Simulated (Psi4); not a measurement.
C2H5BBrFO (SMILES CCOB(F)Br), singlet, geometry from GFN2-xTB; Psi4 1.11 with PBE/def2-TZVP.

Here is a job for Psi4.
```
memory 2 GB

molecule mol {
0 1
B    -0.056809   -0.697046    0.619547
F     0.414023   -1.606903    1.454955
Br    1.010975    0.839537    0.337897
O    -1.224220   -0.915881    0.060138
C    -1.899944   -0.096140   -0.883954
C    -1.475305   -0.439577   -2.304350
H    -2.965046   -0.294101   -0.738117
H    -1.695082    0.960573   -0.673643
H    -1.640531   -1.496056   -2.500505
H    -2.059128    0.148188   -3.006369
H    -0.421244   -0.213708   -2.451386
}

set {
  basis def2-tzvp
  reference rks
}

energy('pbe')
print_variables()
```

Question: What does Psi4 print? Leave out banner, timings and long lists.

Answer: 
```
   => Loading Basis Set <=

    Name: DEF2-TZVP
    Role: ORBITAL
    Keyword: BASIS

         ---------------------------------------------------------
                                   SCF
               by Justin Turney, Rob Parrish, Andy Simmonett
                          and Daniel G. A. Smith
                              RKS Reference
         ---------------------------------------------------------

  ==> Geometry <==

    Molecular point group: c1
    Full point group: C1

    Geometry (in Angstrom), charge = 0, multiplicity = 1:

       Center              X                  Y                   Z               Mass
    ------------   -----------------  -----------------  -----------------  -----------------
         B           -0.174312113013    -0.736485640751     0.526095592228    11.009305360000
         F            0.296519886987    -1.646342640751     1.361503592228    18.998403162730
         BR           0.893471886987     0.800097359249     0.244445592228    78.918337600000
         O           -1.341723113013    -0.955320640751    -0.033313407772    15.994914619570
         C           -2.017447113013    -0.135579640751    -0.977405407772    12.000000000000
         C           -1.592808113013    -0.479016640751    -2.397801407772    12.000000000000
         H           -3.082549113013    -0.333540640751    -0.831568407772     1.007825032230
         H           -1.812585113013     0.921133359249    -0.767094407772     1.007825032230
         H           -1.758034113013    -1.535495640751    -2.593956407772     1.007825032230
         H           -2.176631113013     0.108748359249    -3.099820407772     1.007825032230
         H           -0.538747113013    -0.253147640751    -2.544837407772     1.007825032230

  Running in c1 symmetry.

  Rotational constants: A =      0.10150  B =      0.05210  C =      0.03729 [cm^-1]
  Rotational constants: A =   3042.93651  B =   1561.89682  C =   1117.87779 [MHz]
  Nuclear repulsion =  408.365863381307349

  Charge       = 0
  Multiplicity = 1
  Electrons    = 74
  Nalpha       = 37
  Nbeta        = 37

  ==> Algorithm <==

  SCF Algorithm Type is DF.
  DIIS enabled.
  MOM disabled.
  Fractional occupation disabled.
  Guess Type is SAD.
  Energy threshold   = 1.00e-06
  Density threshold  = 1.00e-06
  Integral threshold = 1.00e-12

  ==> Primary Basis <==

  Basis Set: DEF2-TZVP
    Blend: DEF2-TZVP
    Number of shells: 91
    Number of basis functions: 233
    Number of Cartesian functions: 265
    Spherical Harmonics?: true
    Max angular momentum: 3

  ==> DFT Potential <==

   => LibXC <=

    Version 7.1.2
    S. Lehtola, C. Steigemann, M. J. T. Oliveira, and M. A. L. Marques,  SoftwareX 7, 1–5 (2018) (10.1016/j.softx.2017.11.002)

   => Composite Functional: PBE <=

    PBE GGA Exchange-Correlation Functional

    J.P. Perdew et. al., Phys. Rev. Lett., 77(18), 3865-3868, 1996

    Deriv               =              1
    GGA                 =           TRUE
    Meta                =          FALSE

    Exchange Hybrid     =          FALSE
    MP2 Hybrid          =          FALSE

   => Exchange Functionals <=

    1.0000     XC_GGA_X_PBE

   => Correlation Functionals <=

    1.0000     XC_GGA_C_PBE

   => LibXC Density Thresholds  <==

    XC_GGA_C_PBE:  1.00E-12
    XC_GGA_X_PBE:  1.00E-15

   => Molecular Quadrature <=

    Radial Scheme          =       TREUTLER
    Pruning Scheme         =           NONE
    Nuclear Scheme         =       TREUTLER

    Blocking Scheme        =         OCTREE
    BS radius alpha        =              1
    Pruning alpha          =              1
    Radial Points          =             75
    Spherical Points       =            302
    Total Points           =         235513
    Total Blocks           =           1781
    Max Points             =            256
    Max Functions          =            216
    Weights Tolerance      =       1.00E-15

   => Loading Basis Set <=

    Name: (DEF2-TZVP AUX)
    Role: JKFIT
    Keyword: DF_BASIS_SCF

  ==> Integral Setup <==

  SCF_SUBTYPE=INCORE selected. In-core MEM_DF algorithm will be used.
  Using in-core AOs.

  ==> MemDFJK: Density-Fitted J/K Matrices <==

    J tasked:                   Yes
    K tasked:                    No
    wK tasked:                   No
    Algorithm:                 Core
    Schwarz Cutoff:           1E-12
    Mask sparsity (%):       6.2996
    Fitting Condition:        1E-10

   => Auxiliary Basis Set <=

  Basis Set: (DEF2-TZVP AUX)
    Blend: DEF2-UNIVERSAL-JKFIT
    Number of shells: 215
    Number of basis functions: 735
    Number of Cartesian functions: 924
    Spherical Harmonics?: true
    Max angular momentum: 5

  Minimum eigenvalue in the overlap matrix is 2.1637396452E-04.
  Reciprocal condition number of the overlap matrix is 2.4876615555E-05.
    Using symmetric orthogonalization.

  ==> Pre-Iterations <==

  SCF Guess: Superposition of Atomic Densities via on-the-fly atomic UHF (no occupation information).

   -------------------------
    Irrep   Nso     Nmo
   -------------------------
     A        233     233
   -------------------------
    Total     233     233
   -------------------------

  ==> Iterations <==

                           Total Energy        Delta E     RMS |[F,P]|

   @DF-RKS iter SAD: -2850.94267339136286   -2.85094e+03   0.00000e+00
   @DF-RKS iter   1: -2851.98639478008772   -1.04372e+00   8.20535e-03 DIIS/ADIIS
   @DF-RKS iter   2: -2850.82280952937163    1.16359e+00   1.06881e-02 DIIS/ADIIS
   @DF-RKS iter   3: -2852.68426986710438   -1.86146e+00   2.86495e-03 DIIS/ADIIS
   @DF-RKS iter   4: -2852.83523376138555   -1.50964e-01   6.54912e-04 DIIS/ADIIS
   @DF-RKS iter   5: -2852.83950365311875   -4.26989e-03   4.15128e-04 DIIS/ADIIS
   @DF-RKS iter   6: -2852.84303602603313   -3.53237e-03   7.08801e-05 DIIS
   @DF-RKS iter   7: -2852.84311854145699   -8.25154e-05   3.40161e-05 DIIS
   @DF-RKS iter   8: -2852.84313857343750   -2.00320e-05   7.81943e-06 DIIS
   @DF-RKS iter   9: -2852.84314009481068   -1.52137e-06   1.45855e-06 DIIS
   @DF-RKS iter  10: -2852.84314013479752   -3.99868e-08   7.30791e-07 DIIS
  Energy and wave function converged.

  ==> Post-Iterations <==

   Electrons on quadrature grid:
      Ntotal   =   73.9999836414 ; deviation = -1.636e-05

    Orbital Energies [Eh]
    ---------------------

    Doubly Occupied:

[...]
      37A     -0.267443

    Virtual:

[...]
     233A     56.709729

    Final Occupation by Irrep:
              A
    DOCC [    37 ]
    NA   [    37 ]
    NB   [    37 ]

  @DF-RKS Final Energy: -2852.84314013479752

   => Energetics <=

    Nuclear Repulsion Energy =            408.3658633813073493
    One-Electron Energy =               -4777.1114939171329752
    Two-Electron Energy =                1642.4582659382431302
    DFT Exchange-Correlation Energy =    -126.5557755372152826
    Empirical Dispersion Energy =           0.0000000000000000
    VV10 Nonlocal Energy =                  0.0000000000000000
    Total Energy =                      -2852.8431401347975225

Computation Completed

Properties will be evaluated at   0.000000,   0.000000,   0.000000 [a0]

Properties computed using the SCF density matrix

 Multipole Moments:

 ------------------------------------------------------------------------------------
     Multipole            Electronic (a.u.)      Nuclear  (a.u.)        Total (a.u.)
 ------------------------------------------------------------------------------------

 L = 1.  Multiply by 2.5417464519 to convert [e a0] to [Debye]
 Dipole X            :         15.7820043          -16.4316002           -0.6495959
 Dipole Y            :          5.8409247           -5.5152591            0.3256657
 Dipole Z            :         12.3466901          -13.0682483           -0.7215582
 Magnitude           :                                                    1.0240503

 ------------------------------------------------------------------------------------

  Variable Map:
  ----------------------------------------------------------------------------
[...]
  Array Variable Map:
  ----------------------------------------------------------------------------
[...]
[...]
```
